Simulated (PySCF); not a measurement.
C₅H₁₃O₂Si, SMILES C[CH]O[SiH](C)OCC, doublet (GFN2-xTB optimised geometry):

```
21

C      1.386     1.001    -2.122
C      1.717     0.320    -0.853
O      0.761    -0.083     0.000
Si    -0.874    -0.083     0.000
C     -1.668    -1.086    -1.396
O     -1.314    -0.860     1.343
C     -0.866    -0.678     2.660
C     -1.274    -1.875     3.506
H      2.286     1.154    -2.712
H      0.914     1.975    -1.946
H      0.675     0.406    -2.697
H      2.703     0.356    -0.424
H     -1.328     1.315     0.000
H     -1.652    -0.533    -2.330
H     -2.703    -1.315    -1.170
H     -1.149    -2.026    -1.560
H     -1.310     0.241     3.062
H      0.223    -0.560     2.665
H     -2.354    -1.988     3.489
H     -0.944    -1.736     4.531
H     -0.825    -2.780     3.105
```

Computed with unrestricted B3LYP/def2-SVP (PySCF).

**Question.** What are the frontier orbital energies (α orbitals alone; a β orbital can be the lowest empty one) and the dipole moment?

**Answer.** HOMO-2 -8.23 eV, HOMO-1 -7.67 eV, HOMO -4.32 eV, LUMO 1.49 eV, LUMO+1 1.78 eV; dipole moment 0.62 D.

On the same geometry unrestricted PBE/def2-SVP run with PySCF gives HOMO-2 -6.94 eV, HOMO-1 -6.39 eV, HOMO -3.18 eV, LUMO 0.86 eV, LUMO+1 1.20 eV; dipole moment 0.49 D.

Meta-Löwdin charges at B3LYP/def2-SVP: C1 -0.30, C2 0.04, O3 -0.54, Si4 1.17, C5 -0.56, O6 -0.61, C7 0.06, C8 -0.28, H9 0.11, H10 0.09, H11 0.10, H12 0.10, H13 -0.17, H14 0.11, H15 0.12, H16 0.11, H17 0.08, H18 0.08, H19 0.10, H20 0.10, H21 0.10.
